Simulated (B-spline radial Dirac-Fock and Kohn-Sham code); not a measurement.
**Satellites and hypersatellites of the K lines of Pm**

System: the free promethium atom, configuration [Xe] 4f3 5d2 6s2 (an excited configuration).

The run's input, task.json:

```json
{"items": [{
  "Z": 61,
  "q": 0,
  "cfg": [[1, 0, 2], [2, 0, 2], [2, 1, 6], [3, 0, 2], [3, 1, 6], [3, 2, 10], [4, 0, 2], [4, 1, 6], [4, 2, 10], [4, 3, 3], [5, 0, 2], [5, 1, 6], [5, 2, 2], [6, 0, 2]],
  "A": 145,
  "rrms": 4.962,
  "do": ["binding", "quiet", "double"]
}]}
```

Launch: `python xray_run.py task.json out`

Model: relaxed Dirac-Fock hole states (ΔSCF) with Breit and QED corrections and a finite nucleus. Program: a B-spline atomic structure program. Each two-hole energy is an average over J within one jj subconfiguration, not an observable level; in light atoms, where LS coupling holds, the j-resolved values are not observed lines, and for a K spectator the Kα1 hypersatellite is nearly forbidden. Correlation and solid-state effects are left out.

Lines without a spectator: Kα2 (K-L2) 38167.8 eV, Kα1 (K-L3) 38721.2 eV, Kβ3 (K-M2) 43704.8 eV, Kβ1 (K-M3) 43818.0 eV. Shifts in eV with one spectator hole (a dash: not computed, or left out as unreliable):

```
spectator hole     Kα2     Kα1     Kβ3     Kβ1
        K (1s)  +745.3  +782.0  +957.8  +966.0
    L2 (2p1/2)   +87.9  +113.9       –  +230.8
    L3 (2p3/2)   +77.2   +80.3  +191.3       –
    M2 (3p1/2)       –  +15.48   +32.8   +39.2
    M3 (3p3/2)   +9.99       –   +31.0   +30.8
    M4 (3d3/2)   +2.66   -0.61       –       –
    M5 (3d5/2)   -1.59   +1.22       –       –
```
